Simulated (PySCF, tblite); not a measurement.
C₅H₁₄N₂Si₂.
Structure used (GFN2-xTB), in Å, numbered top down from 1:
```
atom  x, y, z in Å
C1     3.419    0.574    0.676
Si2    2.597    0.190   -0.989
C3     0.938   -0.696   -0.684
Si4   -0.319    0.286    0.335
C5    -0.435    2.039   -0.307
N6    -0.483    3.125   -0.670
N7    -1.900   -0.339    0.077
C8    -3.077    0.458    0.326
C9    -2.173   -1.753    0.146
H10    4.397    1.024    0.534
H11    2.820    1.270    1.255
H12    3.556   -0.323    1.273
H13    2.364    1.427   -1.738
H14    3.462   -0.708   -1.771
H15    0.501   -0.946   -1.650
H16    1.135   -1.643   -0.181
H17    0.111    0.423    1.742
H18   -3.471    0.293    1.336
H19   -2.840    1.512    0.212
H20   -3.858    0.193   -0.391
H21   -2.953   -2.015   -0.574
H22   -2.519   -2.049    1.144
H23   -1.275   -2.316   -0.091
```

Computed with PBE0/pcSseg-1 in PySCF (dipole) on a GFN2-xTB geometry, gas phase.

Masses are those of the commonest isotopes; rigid-rotor values at the optimised geometry. The values belong to one conformer with, in the numbering `[CH3:1][SiH2:2][CH2:3][Si@@H:4]([C:5]#[N:6])[N:7]([CH3:8])[CH3:9]`, C1–Si2–C3–Si4 60°, Si2–C3–Si4–C5 47°, C3–Si4–N7–C8 -158°.

Question: What are A, B and C (GHz)?

Answer: Ia = 300.50, Ib = 748.08, Ic = 934.03 u·Å²; 505379 MHz·u·Å²/I gives 1682, 675.6 and 541.1 MHz, that is A = 1.6818, B = 0.6756, C = 0.5411 GHz.

Question: What kind of rotor is it?

Answer: An asymmetric top: κ = (2 × 675.6 − 1682 − 541.1)/(1682 − 541.1) = -0.76.

Question: What does the inertial defect say?

Answer: Not planar: Δ = Ic − Ia − Ib = -114.54 u·Å². For a rigid frame Δ = −2 Σ m c², so Σ m c² = 57.27 u·Å² lies off the ab plane: 20.17 from hydrogen and 37.10 from heavier atoms. The atom farthest from that plane is 1.88 Å away.

Question: List the rotational levels J(Ka,Kc) to J = 5 (K).

Answer: Above 0(0,0), as E/k:
J = 1: 1(0,1) 0.058, 1(1,1) 0.107, 1(1,0) 0.113
J = 2: 2(0,2) 0.175, 2(1,2) 0.217, 2(1,1) 0.236, 2(2,1) 0.381, 2(2,0) 0.382
J = 3: 3(0,3) 0.347, 3(1,3) 0.382, 3(1,2) 0.421, 3(2,2) 0.556, 3(2,1) 0.559, 3(3,1) 0.814, 3(3,0) 0.814
J = 4: 4(0,4) 0.575, 4(1,4) 0.602, 4(1,3) 0.666, 4(2,3) 0.790, 4(2,2) 0.798, 4(3,2) 1.049, 4(3,1) 1.049, 4(4,1) 1.409, 4(4,0) 1.409
J = 5: 5(0,5) 0.856, 5(1,5) 0.875, 5(1,4) 0.971, 5(2,4) 1.080, 5(2,3) 1.100, 5(3,3) 1.343, 5(3,2) 1.344, 5(4,2) 1.702, 5(4,1) 1.702, 5(5,1) 2.164, 5(5,0) 2.164

Question: Predict some low-J microwave lines.

Answer: The dipole components are |μa| = 0.90 D, |μb| = 4.12 D, |μc| = 0.99 D. Intensities carry the squares of the components, which stand as 0.05 : 1.00 : 0.06 (a : b : c). Some lines, for components of 0.1 D or more:

```tsv
type	branch	J(Ka,Kc)	MHz	lower level (cm⁻¹)
c	Q	3(1,3) ← 3(0,3)	725	0.241
a	Q	3(1,2) ← 3(1,3)	806	0.266
b	R	3(1,2) ← 2(2,1)	825	0.265
c	Q	2(1,2) ← 2(0,2)	884	0.121
a	R	1(0,1) ← 0(0,0)	1217	0.000
b	R	1(1,1) ← 0(0,0)	2223	0.000
c	R	1(1,0) ← 0(0,0)	2357	0.000
a	R	2(1,1) ← 1(1,0)	2568	0.079
b	R	3(0,3) ← 2(1,2)	2716	0.151
c	Q	2(2,1) ← 2(1,1)	3019	0.164
b	Q	2(2,0) ← 2(1,1)	3031	0.164
a	R	3(2,2) ← 2(2,1)	3650	0.265
a	R	3(2,1) ← 2(2,0)	3700	0.265
a	R	3(1,2) ← 2(1,1)	3843	0.164
c	Q	3(3,1) ← 3(2,1)	5313	0.389
b	Q	3(3,0) ← 3(2,1)	5313	0.389
b	Q	3(3,1) ← 3(2,2)	5375	0.387
b	R	2(2,1) ← 1(1,0)	5586	0.079
c	R	2(2,0) ← 1(1,0)	5599	0.079
c	R	2(2,1) ← 1(1,1)	5721	0.074
b	R	2(2,0) ← 1(1,1)	5734	0.074
c	R	3(2,2) ← 2(1,2)	7072	0.151
c	R	3(3,0) ← 2(2,0)	9013	0.265
c	R	3(3,1) ← 2(2,1)	9025	0.265
b	R	3(3,0) ← 2(2,1)	9026	0.265
```

Question: Estimate the classical rotational partition function at 50 K, 100 K and 500 K.

Answer: Point group C1, symmetry number σ = 1; q = (√π/σ)·√((kT/h)³/(ABC)), k/h = 20836.6 MHz/K: 76000 at 50 K, 215000 at 100 K, 2400000 at 500 K.

Its lowest GFN2-xTB frequency is 14 cm⁻¹, too small to tell a flat minimum from a shallow saddle. These are rigid-rotor constants of the computed structure; measured ground-state constants (B0) also hold zero-point vibration. A rigid rotor knows nothing of internal rotation, which can split or shift real lines. Quadrupole hyperfine structure (14N) is left out.

Hardware: Arm Neoverse V1, one thread, no GPU (shared host). Cost: 68 s of wall time (with the writing of density and orbital grids), 1.1 GiB resident at most. This is the PBE0/pcSseg-1 job that gave the dipole, with the shieldings it also computed.
